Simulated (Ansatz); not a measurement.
Stepwise reaction of `[SH][Zr]([SH])([Cl])[Cl]` with hydrogen fluoride, as a gas-phase model of exchange steps in deposition or etching. ΔE in kJ/mol; ΔG adds harmonic PBE0-D4 terms to CCSD(T)/CBS, at 1 bar.

Gas-phase electronic energies from Ansatz, PBE0-D4/def2-TZVP geometries. CBS: MP2 limit from def2 TZ/QZ plus the TZ coupled-cluster correction, frozen cores. This one scheme is used for every species. Functionals use def2-TZVPP. B3LYP here is the variant with VWN-RPA as its local correlation; programs differ in this. def2 core potentials past Kr. For Zr outer-core shells are correlated without core-valence functions, which leaves a few kJ/mol of doubt a bond. Each species was taken in one conformer, which may not be the lowest.

```
step                                                            reaction  PBE-D4  B3LYP-D4  ωB97M-V  CCSD(T)/CBS  ΔG(600 K)
   1  `[SH][Zr]([SH])([Cl])[Cl]` + H–F → `[F][Zr]([SH])([Cl])[Cl]` + H₂S   -79.3     -84.6    -89.1        -72.8      -83.6
```

Task: Give the row of step 2, `[F][Zr]([SH])([Cl])[Cl]` + H–F → `[F][Zr]([F])([Cl])[Cl]` + H₂S. (An estimate is asked.)

Result: Ansatz gave: 
| step | reaction | PBE-D4 | B3LYP-D4 | ωB97M-V | CCSD(T)/CBS | ΔG(600 K) |
| --- | --- | --- | --- | --- | --- | --- |
| 2 | `[F][Zr]([SH])([Cl])[Cl]` + H–F → `[F][Zr]([F])([Cl])[Cl]` + H₂S | -83.6 | -89.3 | -92.5 | -78.3 | -75.3 |

Task: By hand: ΔE of the 2 steps together at CCSD(T)/CBS.

Result: (-72.8) + (-78.3) = -151.1 kJ/mol, or -75.5 kJ/mol a step.

In ΔE each step is lower than the one before. All are downhill at CCSD(T)/CBS. ΔG lies between -83.6 and -75.3 kJ/mol a step. PBE-D4 differs from CCSD(T)/CBS by -6.5 to -5.3 kJ/mol a step. Isolated molecules leave out the surface, adducts and barriers. Largest T1 diagnostic: 0.017.
